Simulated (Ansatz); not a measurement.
`O[SiH2]B(F)F`, charge 0, multiplicity 1.

**Question.** Give a relaxed structure at PBE0-D4/def2-TZVP (Ansatz 0.2.0). (Estimate.)

**Answer.** The calculation gave: 
```xyz
8

O    -1.664   -0.095   -0.733
Si   -0.482   -0.496    0.343
B     1.178    0.662    0.104
F     2.167    0.663    0.979
F     1.334    1.442   -0.953
H    -1.412    0.046   -1.647
H    -1.060   -0.300    1.694
H    -0.062   -1.922    0.213
```
